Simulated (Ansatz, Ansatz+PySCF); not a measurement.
```yaml
atoms:
  - { symbol: S, position_ang: [-0.0395, 0.0730, -0.0223] }
  - { symbol: O, position_ang: [1.3916, 0.0100, 0.0423] }
  - { symbol: O, position_ang: [-0.7224, 1.2548, -0.0399] }
  - { symbol: O, position_ang: [-0.6903, -1.2856, 0.0334] }
```

Basis set: def2-SVP (spherical functions). Correlated methods keep 8 orbitals frozen. Charge 0, multiplicity 1.

Computed with Ansatz (development build ahead of 0.2.0); each method stands on the lowest determinant of its kind that the runs found. Restricted open shells among the atoms or ions are ROHF, correlated in semicanonical orbitals with singles.

The atomization energy at this shape (free ground-state atoms in the same class of orbitals less the molecule, no zero-point energy) of singlet SO₃:

```tsv
method	atomization energy
RHF	385.8 kJ/mol
```

**Question.** What does RHF-MP2 give?

**Answer.** 1169.3 kJ/mol. Caution: the shape is not the minimum.
